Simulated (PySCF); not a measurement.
C2H4FGa. Atoms are numbered in the order given.

```xyz
8

Ga     0.3093    -0.4003     0.0000
H      1.8492    -0.6674     0.0000
F     -0.6951    -1.8542     0.0000
C     -0.6572     1.2894     0.0000
C     -0.0067     2.4636     0.0000
H     -1.7541     1.2936     0.0000
H     -0.5325     3.4268     0.0000
H      1.0886     2.5254     0.0000
```
Charge 0, spin multiplicity 1.

Coordinates come from a B3LYP-D3(BJ)/def2-SVP optimisation. The structure was generated by enumeration; whether it is a known compound was not checked. Other conformers were not sampled.

Computed with PySCF with HF/pcSseg-1.

GIAO shieldings, no solvent; atoms listed in one row are averaged. δ = σ(ref) − σ: ¹H against TMS (σ = 31.99 ppm); ¹⁹F against CFCl3 (σ = 238.5 ppm); ¹³C against TMS (σ = 192.6 ppm), references at their B3LYP-D3(BJ)/def2-TZVP geometries, non-relativistic.

Computed chemical shifts:
```csv
nucleus,atoms,count,δ (ppm)
¹H,H7,1,7.18
¹H,H6,1,6.84
¹H,H8,1,6.78
¹H,H2,1,5.06
¹⁹F,F3,1,-140.5
¹³C,C5,1,157.3
¹³C,C4,1,146.4
```
